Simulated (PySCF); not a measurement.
# How methods differ on the ionisation energy of Ar+

Ar+ [Ne] 3s2 3p5 (2P) → Ar(2+) [Ne] 3s2 3p4 (3P), as a difference of total energies. Calculation: PySCF 2.14, in dyall-av2z (13s9p2d, 50 functions); the non-relativistic Hamiltonian (point nucleus). Correlated levels: valence: [Ne] frozen; virtual orbitals above 40 to 60 times the deepest correlated orbital energy dropped. The calculations carry no spin-orbit coupling.

```
           method  ionisation energy (eV)
              UHF                  26.392
    MP2 (valence)                  27.164
SCS-MP2 (valence)                  27.139
   CCSD (valence)                  27.102
CCSD(T) (valence)                  27.116
  CCSDT (valence)                  27.116
```

Q: How much does correlation contribute at CCSD(T) (valence)?

A: 27.116 − (26.392) = 0.724 eV, measured against UHF.

A first-order spin-orbit estimate (lowest level to lowest level, LS coupling) adds -0.006 eV.

Errors of the correlated levels include the incompleteness of this basis and the frozen core.

For comparison: 27.630 eV (measured; NIST Atomic Spectra Database, ionization energies).
